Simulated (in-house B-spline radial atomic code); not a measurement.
Values are calculated unless marked as measured or tabulated.
# Impurity-limited mobility of n-type InAs at n = 3.182e15 cm⁻³, compensation 0.3

For InAs the NSM archive of the Ioffe Institute lists m* = 0.023 m0 and ε = 15.15.

One parabolic, isotropic band at zero temperature, uniform dielectric constant, impurities scattering independently, no phonons and no central-cell term; real bands flatten as E_F rises, which lowers the mobility at the highest densities. In effective units each ion is a point charge Z in an electron gas; its screened potential is solved self-consistently in the LDA with open boundaries (B-splines, partial waves to l = 16), which gives the phase shifts δ_l at the Fermi level.

Put the electron gas into effective units.

a* = 0.0529177 nm × 15.15/0.023 = 34.86 nm and Ha* = 27211.386 meV × 0.023/15.15² = 2.727 meV. From 4π (r_s a*)³/3 = 1/n, r_s = 1.210. Then k_F = 1.91916/r_s = 1.5861 per a*, E_F = k_F²/2 = 1.2578 Ha* = 3.43 meV, and Mott's number n^(1/3) a* = 0.513.

Self-consistent phase shifts (rad):

```csv
l,"donor, Z = +1","acceptor, Z = −1"
0,0.7267,-0.5608
1,0.1578,-0.1758
2,0.0433,-0.0550
3,0.0132,-0.0175
4,0.0042,-0.0057
5,0.0014,-0.0019
6,0.0004,-0.0006
7,0.0002,-0.0002
8,0.0000,-0.0001
```

With all partial waves the Friedel sums are 1.000 and -1.002, and Σ (l + 1) sin²(δ_l − δ_(l+1)) is 0.31940 for the donor and 0.17495 for the acceptor. The screened donor binds no level.

Find the transport cross sections, and compare them with the Born approximation for Thomas-Fermi screening (Brooks-Herring).

σ_tr = (4π/k_F²) × sum: 1.595 a*² for the donor and 0.8739 a*² for the acceptor. Thomas-Fermi gives q_s² = 4k_F/π = 2.0195, so b = 4k_F²/q_s² = 4.983, and σ_Born = (2π/k_F⁴)(ln(1 + b) − b/(1 + b)) = 0.9928 × 0.9560 = 0.9492 a*² for either sign. The donor scatters 1.68 times and the acceptor 0.92 times as much. Two things differ from Brooks-Herring. First order with Lindhard's response and the LDA kernel gives 1.41 times σ_Born for either sign: screening weakens at large momentum transfer, and the exchange-correlation potential of the screening charge adds to the ion's own, which is the larger part in a thin gas. Higher orders then split the signs, leaving the donor at 1.20 and the acceptor, which keeps the electrons out, at 0.66 of that.

With N_A/N_D = 0.3 and n = N_D − N_A, what are the mobility and the resistivity?

N_D = 4.55e15 and N_A = 1.36e15 cm⁻³. μ = e/(ħ k_F Σ N σ_tr), with e/ħ = 15.193 cm²/(V·s) per nm². Here k_F = 0.0455 nm⁻¹, a*² = 1215 nm², 1 cm⁻³ = 1e-21 nm⁻³, and Σ N σ_tr = 0.01026 nm⁻¹, a mean free path of 97.5 nm. So μ = 32500 cm²/(V·s) and ρ = 1/(n e μ) = 0.0603 Ω·cm. Brooks-Herring would give 49000 cm²/(V·s). k_F times the mean free path is 4.4.
